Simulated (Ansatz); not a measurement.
Basis-set series for BrFSn (`[F][Sn][Br]`). Charge 0, multiplicity 1. Sn takes the def2 core potential. All single points use the PBE0-D4/def2-TZVP geometry.

```xyz
3

F     0.400    0.159   -1.568
Sn    0.678   -0.708    0.140
Br   -1.079    0.549    1.428
```

```json
{"functional": "PBE0-D4", "basis": "def2-SVP", "functions": "72", "energy (Eh)": "-2887.61399", "HOMO (eV)": "-7.91", "LUMO (eV)": "-2.90"}
{"functional": "PBE0-D4", "basis": "def2-QZVPP", "functions": "228", "energy (Eh)": "-2888.12789", "HOMO (eV)": "-8.08", "LUMO (eV)": "-3.03"}
{"functional": "ωB97M-V", "basis": "def2-SVP", "functions": "72", "energy (Eh)": "-2887.78452", "HOMO (eV)": "-9.91", "LUMO (eV)": "-1.07"}
{"functional": "ωB97M-V", "basis": "def2-QZVPP", "functions": "228", "energy (Eh)": "-2888.29822", "HOMO (eV)": "-10.12", "LUMO (eV)": "-1.29"}
```

Give the rows for def2-TZVPP. (Best estimate.)

Ansatz gave: 
| functional | basis | functions | energy (Eh) | HOMO (eV) | LUMO (eV) |
| --- | --- | --- | --- | --- | --- |
| PBE0-D4 | def2-TZVPP | 129 | -2888.06715 | -8.06 | -3.01 |
| ωB97M-V | def2-TZVPP | 129 | -2888.23958 | -10.10 | -1.25 |

Scalar relativity is left out up to krypton.
